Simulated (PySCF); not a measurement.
NICS in rings of unrelated molecules.

NICS = −σ at a ghost point: NICS(0) at the centroid of the ring atoms, NICS(1) 1 Å to either side along the normal of their mean plane, zz for the tensor component along that normal. Level: GIAO PBE0/pcSseg-1 (PySCF, non-relativistic, gas phase) on the GFN2-xTB geometries, one conformer each. Atom numbers follow the mapped SMILES.

Question: Order these rings by mean NICS(1)zz, lowest (most negative) first (ppm).
A. ring C2–C3–C4–C5–C6–C8 in `[OH:1][c:2]1[cH:3][cH:4][cH:5][c:6]([OH:7])[cH:8]1`
B. ring C4–C5–C6 in `[CH3:1][CH2:2][O:3][CH:4]1[CH2:5][CH2:6]1`
C. ring C1–C2–C3–O4–C5–C6 in `[CH2:1]1[CH2:2][CH2:3][O:4][CH2:5][CH2:6]1`
D. ring C2–C3–C4–C5–C6–O8 in `[CH3:1][c:2]1[cH:3][cH:4][cH:5][c:6](=[O:7])[o:8]1`
E. ring C2–C3–C4–C5–O10 in `[O:1]=[C:2]1[CH2:3][CH:4]=[C:5]([C:6]([F:7])([F:8])[F:9])[O:10]1`

Answer: A (-24.5), B (-20.1), D (-6.8), E (-4.0), C (2.8).

```tsv
SMILES	ring	NICS(0)	NICS(1)	NICS(1)zz	HOMA	rms pucker (Å)	ring atoms with four or more neighbours
Oc1cccc(O)c1	6-membered carbocycle; formal bonds all aromatic	-10.1	-10.3	-24.5	1.00	0.00	0
CCOC1CC1	3-membered carbocycle; formal bonds all single	-39.9	-8.3	-20.1	–	0.00	3
Cc1cccc(=O)o1	6-membered ring with O; bonds drawn aromatic by RDKit's count	-1.0	-4.0	-6.8	0.20	0.00	0
O=C1CC=C(C(F)(F)F)O1	5-membered ring with O; formal bonds 1 double, 4 single	-2.7	-3.1	-4.0	–	0.00	1
C1CCOCC1	6-membered ring with O; formal bonds all single	-1.9	-1.8	2.8	–	0.23	5
```

NICS(0) gives another order. The isotropic NICS(1) gives the same order. HOMA uses Krygowski's 1993 parameters; it is left out where a ring has a four-coordinate atom, a triple bond, no multiple bond or a kind of bond without parameters. NICS(1) and NICS(1)zz are means over the two faces.
